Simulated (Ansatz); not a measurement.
**O2SiTe: where a starting geometry ends**

The starting geometry of this gas-phase triplet was optimised with GFN2-xTB as a singlet.

```xyz
4

O    -3.6226    2.8238   -2.1710
O    -2.2791    0.8453   -0.4206
Si   -2.6378    1.9740   -1.4260
Te   -0.2014    1.5247   -1.0641
```

Predict what it relaxes into with PBE0-D3(BJ)/def2-SVP.

A bond breaks, giving a structure given below by its coordinates. Contacts that open: O2–Te4 (2.28 → 2.66 Å).

The energy falls by 0.31 eV over 7 steps:

| step | E − E(last) (eV) |
| --- | --- |
| 1 | 0.314 |
| 2 | 0.044 |
| 3 | 0.007 |
| 4 | 0.001 |
| 5 | 0.000 |
| 6 | 0.000 |
| 7 | 0.000 |

Final geometry (Å):

```xyz
4

O    -3.5170    2.8452   -2.1917
O    -2.4742    0.7456   -0.3280
Si   -2.6251    1.9174   -1.3754
Te   -0.1247    1.6596   -1.1866
```

Frequencies at the end are all real (lowest 156 cm⁻¹). Open shells are spin-unrestricted. The triplet needn't be the ground state. Atoms past krypton carry core potentials, without spin–orbit terms. Run with Ansatz 0.2.0, 32 s on 1 thread of Arm Neoverse V2 (shared host).
